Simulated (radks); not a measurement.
Charge is removed step by step from the 4d5/2 level of the cadmium ion Cd2+, starting from [Kr] 4d(3/2: 4, 5/2: 6). Calculated with a radial shooting solver on a logarithmic mesh with Libxc functionals: Dirac Kohn-Sham, PBE, spin-unpolarised, spherical densities, point nucleus.

removed (e),E - E(0) (eV),eigenvalue (eV),E minus straight line (eV)
0,0.000,-30.153,0.000
0.125,3.884,-31.989,-0.829
0.25,7.998,-33.849,-1.426
0.375,12.347,-35.732,-1.790
0.5,16.932,-37.638,-1.917
0.625,21.757,-39.567,-1.804
0.75,26.825,-41.517,-1.448
0.875,32.137,-43.488,-0.848
1,37.698,-45.480,0.000

Removing the whole electron costs 37.698 eV by Delta-SCF, against 30.153 eV from minus the eigenvalue at the starting occupation. Slater's transition state (half an electron removed) gives 37.638 eV. Integrating minus the eigenvalue over the occupation (Janak's theorem) gives 37.698 eV. The mean slope of the eigenvalue, de/dn, is 15.3 eV per electron. Ionisation energy of Cd2+ in the NIST Atomic Spectra Database: 37.47 eV (measured).

Beside tabulated values, note that spin-unpolarised runs miss the spin-polarisation part of the exchange energy of open shells.
